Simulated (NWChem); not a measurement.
BHOCl2; SMILES B(O)(Cl)Cl

```xyz
5

B      0.3747     0.0315     0.0000
Cl    -0.4738    -1.5177     0.0000
Cl    -0.5386     1.5247     0.0000
O      1.7117     0.0926     0.0000
H      2.1328    -0.7747     0.0000
```
Atoms are numbered in this order, from 1.

Results from NWChem. The geometry was optimised at PBE0/def2-SVP. Isolated, static molecule.

GIAO at PBE0/pcSseg-2: principal shieldings of O4 are 17.3, 204.9, 236.0 ppm; an isolated water molecule has σ = 328.1 ppm at the same levels.

Find the isotropic 17O shift, its principal values, the span and the skew.


1. σ(iso) = one third of the sum = 152.7 ppm.
2. δ = σ(reference) − σ = 175.4 ppm against water.
3. δ11, δ22, δ33 = 310.8, 123.2, 92.1 ppm.
4. Span Ω = δ11 − δ33 = 218.7 ppm; skew κ = 3(δ22 − δ(iso))/Ω = -0.72.
